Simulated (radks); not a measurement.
Problem. Calculated with a radial shooting solver on a logarithmic mesh with Libxc functionals: scalar-relativistic Kohn-Sham, r2SCAN, spin-polarised, spherical densities, finite nucleus; open shells are filled with parallel spins first (spin-orbit coupling, left out, can overturn this in heavy ions); meta-GGA in the generalised Kohn-Sham scheme; Fermi nuclear charge, rms radius of each element as measured or else 0.836 A^(1/3) + 0.57 fm. Each species is in its NIST ground configuration. Rank Tc, Ag, Mo, Zr, Pd, Cd, Rh, Nb, Ru by radius at which the density is 0.001 e/bohr^3 (bohr), largest first.

Solution. Zr 5.11, Tc 4.78, Nb 4.75, Mo 4.62, Ru 4.46, Rh 4.39, Cd 4.39, Ag 4.25, Pd 4.05.
